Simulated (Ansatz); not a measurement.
Calculated with Ansatz (gas phase, PBE0-D4/def2-TZVP geometries, no zero-point term in ΔE). CBS: MP2 limit from def2 TZ/QZ plus the TZ coupled-cluster correction, frozen cores. This one scheme is used for every species. DFT in def2-TZVPP. B3LYP here is the variant with VWN-RPA as its local correlation; programs differ in this. HSE06 is defined as in plane-wave codes. For Mg outer-core shells are correlated without core-valence functions, which leaves a few kJ/mol of doubt a bond. Each species was taken in one conformer, which may not be the lowest.

`CC(C)[O][Mg][OH]` + `[F][AlH][F]` → `C[CH](C)[Al]([F])[F]` + `[OH][Mg][OH]`  (formal exchange of groups at a C–O bond)

```json
{"level": "LDA (SPW92)", "ΔE (kJ/mol)": "-45.8", "difference from CCSD(T)/CBS": "3.2"}
{"level": "PBE-D4", "ΔE (kJ/mol)": "-54.0", "difference from CCSD(T)/CBS": "-5.0"}
{"level": "revPBE-D4", "ΔE (kJ/mol)": "-51.5", "difference from CCSD(T)/CBS": "-2.5"}
{"level": "BLYP-D4", "ΔE (kJ/mol)": "-48.7", "difference from CCSD(T)/CBS": "0.3"}
{"level": "r2SCAN-D4", "ΔE (kJ/mol)": "-50.3", "difference from CCSD(T)/CBS": "-1.3"}
{"level": "B97M-V", "ΔE (kJ/mol)": "-36.6", "difference from CCSD(T)/CBS": "12.4"}
{"level": "B3LYP-D4", "ΔE (kJ/mol)": "-48.3", "difference from CCSD(T)/CBS": "0.7"}
{"level": "r2SCANh-D4", "ΔE (kJ/mol)": "-50.5", "difference from CCSD(T)/CBS": "-1.5"}
{"level": "r2SCAN0-D4", "ΔE (kJ/mol)": "-50.6", "difference from CCSD(T)/CBS": "-1.6"}
{"level": "HSE06-D4", "ΔE (kJ/mol)": "-53.0", "difference from CCSD(T)/CBS": "-4.0"}
{"level": "BHLYP-D4", "ΔE (kJ/mol)": "-45.5", "difference from CCSD(T)/CBS": "3.5"}
{"level": "CAM-B3LYP-D4", "ΔE (kJ/mol)": "-44.3", "difference from CCSD(T)/CBS": "4.7"}
{"level": "ωB97X-V", "ΔE (kJ/mol)": "-46.1", "difference from CCSD(T)/CBS": "2.9"}
{"level": "ωB97M-V", "ΔE (kJ/mol)": "-51.4", "difference from CCSD(T)/CBS": "-2.4"}
{"level": "B2PLYP", "ΔE (kJ/mol)": "-48.4", "difference from CCSD(T)/CBS": "0.6"}
{"level": "PBE-QIDH", "ΔE (kJ/mol)": "-51.5", "difference from CCSD(T)/CBS": "-2.5"}
{"level": "PBE", "ΔE (kJ/mol)": "-53.3", "difference from CCSD(T)/CBS": "-4.3"}
{"level": "revPBE", "ΔE (kJ/mol)": "-55.1", "difference from CCSD(T)/CBS": "-6.1"}
{"level": "BLYP", "ΔE (kJ/mol)": "-47.8", "difference from CCSD(T)/CBS": "1.2"}
{"level": "r2SCAN", "ΔE (kJ/mol)": "-50.2", "difference from CCSD(T)/CBS": "-1.2"}
{"level": "PBE0", "ΔE (kJ/mol)": "-52.2", "difference from CCSD(T)/CBS": "-3.2"}
{"level": "r2SCANh", "ΔE (kJ/mol)": "-50.4", "difference from CCSD(T)/CBS": "-1.4"}
{"level": "r2SCAN0", "ΔE (kJ/mol)": "-50.5", "difference from CCSD(T)/CBS": "-1.5"}
{"level": "HSE06", "ΔE (kJ/mol)": "-52.3", "difference from CCSD(T)/CBS": "-3.3"}
{"level": "BHLYP", "ΔE (kJ/mol)": "-42.9", "difference from CCSD(T)/CBS": "6.1"}
{"level": "CAM-B3LYP", "ΔE (kJ/mol)": "-43.4", "difference from CCSD(T)/CBS": "5.6"}
{"level": "LC-ωPBE", "ΔE (kJ/mol)": "-52.4", "difference from CCSD(T)/CBS": "-3.4"}
{"level": "RPA@PBE/def2-TZVPP", "ΔE (kJ/mol)": "-40.2", "difference from CCSD(T)/CBS": "8.8"}
{"level": "HF/def2-SVP", "ΔE (kJ/mol)": "-22.1", "difference from CCSD(T)/CBS": "26.9"}
{"level": "MP2/def2-SVP", "ΔE (kJ/mol)": "-38.2", "difference from CCSD(T)/CBS": "10.8"}
{"level": "CCSD/def2-SVP", "ΔE (kJ/mol)": "-30.2", "difference from CCSD(T)/CBS": "18.8"}
{"level": "CCSD(T)/def2-SVP", "ΔE (kJ/mol)": "-29.6", "difference from CCSD(T)/CBS": "19.4"}
{"level": "HF/def2-TZVPP", "ΔE (kJ/mol)": "-32.1", "difference from CCSD(T)/CBS": "16.9"}
{"level": "MP2/def2-TZVPP", "ΔE (kJ/mol)": "-54.2", "difference from CCSD(T)/CBS": "-5.2"}
{"level": "SCS-MP2/def2-TZVPP", "ΔE (kJ/mol)": "-47.7", "difference from CCSD(T)/CBS": "1.3"}
{"level": "CCSD/def2-TZVPP", "ΔE (kJ/mol)": "-46.7", "difference from CCSD(T)/CBS": "2.3"}
{"level": "HF/def2-QZVPP", "ΔE (kJ/mol)": "-30.7", "difference from CCSD(T)/CBS": "18.3"}
{"level": "MP2/def2-QZVPP", "ΔE (kJ/mol)": "-54.6", "difference from CCSD(T)/CBS": "-5.6"}
{"level": "MP2/CBS(def2)", "ΔE (kJ/mol)": "-55.7", "difference from CCSD(T)/CBS": "-6.7"}
{"level": "CCSD/CBS(def2)", "ΔE (kJ/mol)": "-48.2", "difference from CCSD(T)/CBS": "0.8"}
{"level": "CCSD(T)/CBS", "ΔE (kJ/mol)": "-49.0", "difference from CCSD(T)/CBS": "0"}
```

Largest T1 diagnostic among the species: 0.013.

In def2-TZVPP, CCSD(T) changes the Hartree–Fock value by −15.4 kJ/mol (the triples alone add −0.8 kJ/mol) and MP2 by −22.1 kJ/mol. From BLYP to BHLYP (50 % exact exchange), in def2-TZVPP and without D4, ΔE moves by +4.9 kJ/mol.

CCSD(T)/CBS has its own doubt, a few kJ/mol and more with outer-core shells, so smaller differences from it don't rank the levels.
